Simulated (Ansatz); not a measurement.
Two members of one family (Series CuX(PH3)), computed with Ansatz in the gas phase. The two geometries come from different levels. Binding counts from free atoms in the multiplicity of their measured ground term, without zero-point energy. Names give formal oxidation states. The structures are stationary points that may keep the symmetry of their start.

First: Cu(PH3)(SiH3) (singlet, charge 0, B3LYP-D4/def2-SVP geometry).

Cartesian coordinates in Å:
```
Cu -0.009 -0.014 0.018
P 0.373 1.996 -1.001
H -0.182 2.249 -2.285
H 1.706 2.393 -1.293
H -0.046 3.201 -0.375
Si -0.385 -2.044 1.030
H -1.826 -2.311 1.375
H 0.349 -2.236 2.331
H 0.021 -3.233 0.199
```

| level | HOMO (eV) | LUMO (eV) | gap (eV) | binding per atom (eV) |
| --- | --- | --- | --- | --- |
| r2SCAN-D4/def2-TZVP | -5.39 | -1.60 | 3.79 | 2.69 |
| r2SCAN-D4/def2-TZVPD | -5.40 | -1.73 | 3.67 | 2.69 |
| r2SCANh-D4/def2-TZVP | -5.73 | -1.29 | 4.44 | 2.67 |
| B3LYP-D4/6-31G | -5.43 | -0.88 | 4.56 | 2.52 |
| PBE0-D4/def2-SVP | -5.92 | -0.47 | 5.45 | 2.63 |

Metal–donor distances: 1 × P 2.29 Å, 1 × Si 2.30 Å.

Second: Cu(PH3)Me (singlet, charge 0, r2SCAN-D4/def2-TZVP geometry).

```csv
atom,x (Å),y (Å),z (Å)
Cu1,-0.1399,0.0446,-0.1612
P2,1.2522,-0.3315,1.4605
H3,2.5586,0.2071,1.4139
H4,1.6211,-1.6586,1.7755
H5,0.9392,0.0802,2.7763
C6,-1.3664,0.3650,-1.5926
H7,-2.3050,-0.1792,-1.4411
H8,-0.9482,0.0429,-2.5533
H9,-1.6116,1.4296,-1.6779
```

Question: Estimate the same table for the second.

Answer: 
| level | HOMO (eV) | LUMO (eV) | gap (eV) | binding per atom (eV) |
| --- | --- | --- | --- | --- |
| r2SCAN-D4/def2-TZVP | -4.95 | -1.15 | 3.79 | 3.07 |
| r2SCAN-D4/def2-TZVPD | -4.96 | -1.29 | 3.67 | 3.07 |
| r2SCANh-D4/def2-TZVP | -5.34 | -0.84 | 4.50 | 3.04 |
| B3LYP-D4/6-31G | -5.09 | -0.39 | 4.70 | 3.01 |
| PBE0-D4/def2-SVP | -5.59 | -0.05 | 5.54 | 3.04 |

Metal–donor distances: 1 × P 2.17 Å, 1 × C 1.91 Å.
